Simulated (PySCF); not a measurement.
Si(Cl)(Me)(Et)2, C5H13ClSi, SMILES CC[Si](C)(Cl)CC, GFN2-xTB optimised geometry.

```
20

C      0.01    -2.39     1.59
C     -0.54    -0.97     1.49
Si     0.15     0.01     0.00
C      2.06     0.01     0.00
Cl    -0.48    -0.90    -1.71
C     -0.51     1.81     0.00
C     -2.03     1.91    -0.01
H      1.09    -2.37     1.74
H     -0.20    -2.95     0.68
H     -0.44    -2.92     2.42
H     -1.63    -1.03     1.41
H     -0.33    -0.44     2.41
H      2.45     0.42     0.93
H      2.45    -0.99    -0.12
H      2.45     0.61    -0.82
H     -0.13     2.34     0.87
H     -0.12     2.33    -0.87
H     -2.44     1.39    -0.88
H     -2.45     1.46     0.88
H     -2.35     2.95    -0.05
```

Density from PBE0/def2-SVP (PySCF) at that geometry.

Minimum of the electron density along straight lines between bonded atoms, close to the bond critical point (lines longer than 1.1 times the sum of covalent radii, or with two minima, are not listed):

```json
[
 {"bond": "C1–C2", "length / Å": "1.527", "ρ at the minimum / e bohr⁻³": "0.238", "∇²ρ there / e bohr⁻⁵": "-0.52", "position (fraction from the first atom)": "0.50"},
 {"bond": "C2–Si3", "length / Å": "1.913", "ρ at the minimum / e bohr⁻³": "0.112", "∇²ρ there / e bohr⁻⁵": "0.28", "position (fraction from the first atom)": "0.62"},
 {"bond": "Si3–C4", "length / Å": "1.905", "ρ at the minimum / e bohr⁻³": "0.112", "∇²ρ there / e bohr⁻⁵": "0.31", "position (fraction from the first atom)": "0.38"},
 {"bond": "Si3–Cl5", "length / Å": "2.043", "ρ at the minimum / e bohr⁻³": "…", "∇²ρ there / e bohr⁻⁵": "0.31", "position (fraction from the first atom)": "0.37"},
 {"bond": "Si3–C6", "length / Å": "1.912", "ρ at the minimum / e bohr⁻³": "0.113", "∇²ρ there / e bohr⁻⁵": "0.30", "position (fraction from the first atom)": "0.38"},
 {"bond": "C6–C7", "length / Å": "1.526", "ρ at the minimum / e bohr⁻³": "0.238", "∇²ρ there / e bohr⁻⁵": "-0.53", "position (fraction from the first atom)": "0.50"},
 {"bond": "C1–H8", "length / Å": "1.087", "ρ at the minimum / e bohr⁻³": "0.277", "∇²ρ there / e bohr⁻⁵": "-1.01", "position (fraction from the first atom)": "0.62"},
 {"bond": "C1–H9", "length / Å": "1.087", "ρ at the minimum / e bohr⁻³": "0.278", "∇²ρ there / e bohr⁻⁵": "-1.02", "position (fraction from the first atom)": "0.63"},
 {"bond": "C1–H10", "length / Å": "1.088", "ρ at the minimum / e bohr⁻³": "0.276", "∇²ρ there / e bohr⁻⁵": "-1.00", "position (fraction from the first atom)": "0.62"},
 {"bond": "C2–H11", "length / Å": "1.091", "ρ at the minimum / e bohr⁻³": "0.271", "∇²ρ there / e bohr⁻⁵": "-0.96", "position (fraction from the first atom)": "0.62"},
 {"bond": "C2–H12", "length / Å": "1.091", "ρ at the minimum / e bohr⁻³": "0.271", "∇²ρ there / e bohr⁻⁵": "-0.95", "position (fraction from the first atom)": "0.62"},
 {"bond": "C4–H13", "length / Å": "1.085", "ρ at the minimum / e bohr⁻³": "0.271", "∇²ρ there / e bohr⁻⁵": "-0.97", "position (fraction from the first atom)": "0.62"},
 {"bond": "C4–H14", "length / Å": "1.086", "ρ at the minimum / e bohr⁻³": "0.272", "∇²ρ there / e bohr⁻⁵": "-0.98", "position (fraction from the first atom)": "0.63"},
 {"bond": "C4–H15", "length / Å": "1.086", "ρ at the minimum / e bohr⁻³": "0.272", "∇²ρ there / e bohr⁻⁵": "-0.97", "position (fraction from the first atom)": "0.63"},
 {"bond": "C6–H16", "length / Å": "1.091", "ρ at the minimum / e bohr⁻³": "0.271", "∇²ρ there / e bohr⁻⁵": "-0.95", "position (fraction from the first atom)": "0.62"},
 {"bond": "C6–H17", "length / Å": "1.091", "ρ at the minimum / e bohr⁻³": "0.271", "∇²ρ there / e bohr⁻⁵": "-0.96", "position (fraction from the first atom)": "0.62"},
 {"bond": "C7–H18", "length / Å": "1.087", "ρ at the minimum / e bohr⁻³": "0.278", "∇²ρ there / e bohr⁻⁵": "-1.02", "position (fraction from the first atom)": "0.63"},
 {"bond": "C7–H19", "length / Å": "1.087", "ρ at the minimum / e bohr⁻³": "0.277", "∇²ρ there / e bohr⁻⁵": "-1.01", "position (fraction from the first atom)": "0.62"},
 {"bond": "C7–H20", "length / Å": "1.088", "ρ at the minimum / e bohr⁻³": "0.276", "∇²ρ there / e bohr⁻⁵": "-1.00", "position (fraction from the first atom)": "0.62"}
]
```

Task: What belongs in the gaps?

Result: 
- Si3–Cl5, ρ at the minimum / e bohr⁻³: 0.092
